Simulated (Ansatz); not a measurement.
**A reaction path, image by image**

CH4ClGa, closed shell, from CH₄ClGa ([CH3][GaH][Cl]) to a complex of CH₃Ga ([CH3][Ga]) + HCl; PBE0-D4/def2-SVP (Ansatz 0.2.0). Settings:

```yaml
hamiltonian: {xc: pbe0, dispersion: d4}
neb:
  images: 5
  climbing: true
  max_iterations: 40
  initial_path: idpp
```

First end:

```xyz
7
angstrom
Ga -0.2359 -0.8137 -0.5465
Cl 1.5160 -1.3875 -1.6743
H -1.4717 -1.7331 -0.7919
C -0.0008 0.7537 0.5922
H -0.9061 0.9985 1.1482
H 0.2838 1.6100 -0.0235
H 0.8146 0.5721 1.2958
```

Second end:

```csv
atom,x (Å),y (Å),z (Å)
Ga1,0.0539,-0.3279,-0.2779
Cl2,0.5351,-3.1665,-2.6912
H3,0.3666,-2.1748,-1.8476
C4,-0.2015,1.1938,1.0144
H5,-1.2176,1.1969,1.4242
H6,-0.0349,2.1594,0.5241
H7,0.4984,1.1193,1.8542
```

The ends were relaxed with PBE0-D4 in triple zeta, so they are not quite minima here (largest force components 0.26 and 0.28 eV/Å).

Energies along the converged band: It took 16 iterations. Path lengths are measured after rigid turns and shifts between images are taken out.
```tsv
image	path length (Å)	energy (eV)
0	0.00	0.000
1	0.79	0.780
2 (climbing)	1.57	2.336
3	2.40	2.005
4	3.22	2.003
5	4.04	1.997
6	4.86	1.993
```
Energies count from the first end.

The images between the ends:
Image 1:
```xyz
7
angstrom
Ga -0.4932 -0.7530 -0.3996
Cl 1.1943 -1.5198 -1.6562
H -1.1315 -1.9509 -1.0929
C -0.0180 0.8269 0.6565
H -0.7460 1.3061 1.3267
H 0.3319 1.5693 -0.0796
H 0.8625 0.5216 1.2453
```

Image 2:
```xyz
7
angstrom
Ga -0.8770 -0.6730 -0.1878
Cl 0.9429 -1.7399 -1.7319
H -0.6246 -1.9271 -1.2707
C 0.0022 0.8673 0.6804
H -0.6752 1.3941 1.3685
H 0.3486 1.5678 -0.0964
H 0.8831 0.5110 1.2380
```

Image 3:
```xyz
7
angstrom
Ga -1.1339 -0.5371 0.0172
Cl 0.9231 -2.1001 -2.0082
H -0.3095 -2.1559 -1.5701
C -0.0344 0.9760 0.7795
H -0.6195 1.5816 1.4939
H 0.3211 1.6467 -0.0225
H 0.8532 0.5888 1.3102
```

Image 4:
```xyz
7
angstrom
Ga -0.8517 -0.5071 -0.0695
Cl 0.8513 -2.5840 -2.3556
H -0.1995 -2.2154 -1.6627
C -0.0714 1.0914 0.8842
H -0.8011 1.5716 1.5586
H 0.2682 1.8503 0.1562
H 0.8042 0.7932 1.4890
```

Image 5:
```xyz
7
angstrom
Ga -0.4398 -0.4580 -0.1895
Cl 0.8204 -2.9331 -2.6190
H 0.0898 -2.2299 -1.7844
C -0.1616 1.1643 0.9762
H -1.0739 1.4194 1.5439
H 0.1141 2.0447 0.3686
H 0.6511 0.9927 1.7044
```

The band counts as converged below 0.05 eV/Å. Hardware: 2 CPU threads, shared host. Wall time about 2.5 min.
